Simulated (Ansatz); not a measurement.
A nudged elastic band was laid between two geometries of C$_{3}$H$_{8}$GeO (13 atoms, charge 0, multiplicity 1).

Level of theory: RKS B3LYP-D4/def2-SVP in Ansatz 0.2.0.

* movable images: 6
* climbing image: no
* spring: 5.0 eV/Å²
* optimiser: quadratic models (default)
* start path: through a guess of the saddle point
* force threshold: 0.03 eV/Å
* iteration limit: 60
* end points: relaxed

First end point:

```xyz
13
Properties=species:S:1:pos:R:3
C -1.502 -0.263 -0.072
C -0.002 -0.057 -0.134
C 0.822 -1.261 0.277
O 0.448 0.576 -1.319
Ge 0.728 1.732 0.119
H -1.824 -0.584 0.930
H -1.783 -1.051 -0.795
H -2.049 0.649 -0.349
H 0.558 -1.606 1.288
H 1.900 -1.046 0.243
H 0.626 -2.086 -0.433
H 2.233 1.972 0.307
H -0.135 2.990 -0.049
```

Last end point:

```xyz
13
Properties=species:S:1:pos:R:3
C -1.507 -0.233 0.072
C -0.015 -0.064 -0.131
C 0.821 -1.265 0.263
O 0.340 0.506 -1.377
Ge 0.767 1.719 -0.025
H -1.746 -0.501 1.112
H -1.865 -1.047 -0.585
H -2.060 0.678 -0.199
H 0.548 -2.116 -0.388
H 0.640 -1.558 1.308
H 1.895 -1.075 0.125
H 2.287 1.934 0.018
H -0.085 2.987 -0.178
```

Question: Which bonds break or form, and what moves?

Answer: No bond is made or broken. The dihedral Ge5–C2–C3–H10 goes from -27 to 96°. The two ends are copies of one structure, up to a mirror image or an exchange of like atoms.

Question: Give the energies along the band, and the barrier.

Answer: The run converged. The highest image is number 4 of 0 to 7, 2.9 kcal/mol above the ends, which have the same energy within 2 meV. No image climbed, so the highest image needn't sit at the top of the path.

| image | path coordinate (Å) | energy (kcal/mol) | dihedral Ge5–C2–C3–H10 (°) |
| --- | --- | --- | --- |
| 0 | 0.00 | 0.0 | -27 |
| 1 | 0.51 | 0.5 | -10 |
| 2 | 1.02 | 1.8 | 8 |
| 3 | 1.52 | 2.9 | 26 |
| 4 | 2.03 | 2.9 | 43 |
| 5 | 2.54 | 1.8 | 61 |
| 6 | 3.05 | 0.5 | 78 |
| 7 | 3.55 | 0.0 | 96 |

Question: What is the geometry of the highest image?

Answer: 
```xyz
13
Properties=species:S:1:pos:R:3
C -1.509 -0.230 0.036
C -0.012 -0.064 -0.132
C 0.825 -1.278 0.276
O 0.364 0.519 -1.371
Ge 0.750 1.725 -0.007
H -1.770 -0.512 1.068
H -1.853 -1.037 -0.638
H -2.056 0.685 -0.234
H 0.189 -2.167 0.421
H 1.393 -1.124 1.206
H 1.539 -1.495 -0.532
H 2.266 1.953 0.083
H -0.106 2.991 -0.160
```

The band took 5 iterations and of the order of 4 core-minutes.

Run time: 2.2 min on 2 threads of Intel(R) Xeon(R) Platinum 8488C (Sapphire Rapids), with other jobs on the host, peak memory 0.36 GiB.
